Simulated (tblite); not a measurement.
Compound: C₅H₁₁FSi.
SMILES with atom numbers: `[CH3:1]/[C:2]([F:3])=[C:4](\[CH3:5])[CH2:6][SiH3:7]` (hydrogens: H8, H9, H10 on C1; H11, H12, H13 on C5; H14, H15 on C6; H16, H17, H18 on Si7)

Structure used (GFN2-xTB), in Å, numbered top down from 1:
```
atom  x, y, z in Å
C1     2.4852    0.5681   -0.1197
C2     1.0291    0.7272   -0.4207
F3     0.6833    2.0267   -0.6799
C4     0.0794   -0.2008   -0.4696
C5     0.3733   -1.6417   -0.1865
C6    -1.3432    0.1349   -0.7816
Si7   -2.3123    0.5639    0.8081
H8     2.9814    1.5242   -0.2667
H9     2.6388    0.2553    0.9129
H10    2.9431   -0.1684   -0.7775
H11   -0.3964   -2.0499    0.4660
H12    1.3410   -1.7748    0.2872
H13    0.3602   -2.2148   -1.1141
H14   -1.8128   -0.7090   -1.2882
H15   -1.3857    0.9902   -1.4563
H16   -2.2470   -0.5755    1.7297
H17   -1.7191    1.7364    1.4448
H18   -3.7069    0.8144    0.4406
```

Method: GFN2-xTB as coded in tblite; computed harmonic values from a numerical Hessian at the method's own geometry, unscaled. Against measured fundamentals such values can be off by several per cent, at times by over 20. Modes of hydrogen on silicon can be 10 to 20 % off. One conformer, not necessarily the lowest.

Harmonic wavenumbers (cm⁻¹): 45.9, 61.2, 74.4, 100.6, 111.5, 189.3, 237.7, 341.0, 352.5, 415.2, 496.9, 498.5, 509.3, 557.7, 723.5, 767.3, 769.4, 790.1, 792.8, 805.1, 935.5, 1005.5, 1030.2, 1032.3, 1063.9, 1171.5, 1192.2, 1215.1, 1268.5, 1399.5, 1404.0, 1465.6, 1468.6, 1474.4, 1487.5, 1490.7, 1745.1, 2236.6, 2264.1, 2299.7, 2980.7, 2993.5, 2994.0, 2999.0, 3019.1, 3025.2, 3053.2, 3060.5.

A = 3044, B = 1366, C = 1085 MHz; mass 118.061 u (most abundant isotopes); point group C1, symmetry number 1.

Problem. What is the zero-point energy?

Solution. Half the sum of the wavenumbers: 30708 cm⁻¹ = 367.35 kJ/mol.

Problem. Entropy at 298.15 K, 1 bar (ideal gas, RRHO, classical rotation)?

Solution. Translation 168.36, rotation 119.90, vibration 134.04: S = 422.3 J/(mol K).

Problem. And Cp and H(298.15 K) − H(0)?

Solution. Cp = 160.26 J/(mol K), of which vibrations give 127.00 (their classical limit is 48 R = 399.1); H(298.15 K) − H(0) = 30.00 kJ/mol without the zero-point energy, 20.09 from vibrations.

Problem. What must be added to the electronic energy to get the Gibbs energy at 298.15 K and 1 bar?

Solution. ZPE + [H(298.15 K) − H(0)] − T·S = 367.35 + 30.00 − 125.91 = 271.44 kJ/mol.

Problem. Blend soft modes into free rotors: weight 1/[1 + (100 cm⁻¹/ν̃)⁴] for the oscillator and the rest for a rotor with moment μB/(μ + B), μ = h/(8π²ν), B = 10⁻⁴⁴ kg m². What vibrational entropy results?

Solution. 119.84 J/(mol K) in place of 134.04, which changes −T·S at 298.15 K by +4.23 kJ/mol.

Problem. How do the functions run with temperature in this model?

Solution. 
```
 T (K)  S (J/(mol K))  Cp (J/(mol K))  H − H(0) (kJ/mol)  G − H(0) (kJ/mol)  ln q(vib)
    50          247.1            62.3               2.27             -10.08       0.73
   100          297.2            83.3               5.94             -23.78       2.29
373.15          461.3           188.2              43.09            -129.06      10.03
   500          522.3           229.1              69.65            -191.51      13.33
   750          627.1           287.8             134.77            -335.57      19.45
  1000          715.7           327.0             211.94            -503.71      25.07
```

q(vib) and H(0) count from the zero-point level.

Hindered rotation and anharmonicity are outside this model. Other conformers, if any are populated, would add a mixing term that is left out. The structure is chiral; the term R ln 2 for an equal mix with its mirror image is left out.

The run took 1.0 s of wall time on one thread, Arm Neoverse N1 (aarch64), no GPU, shared host with 64 logical CPUs at a one-minute load of 60. The figure is for the frequency step alone.
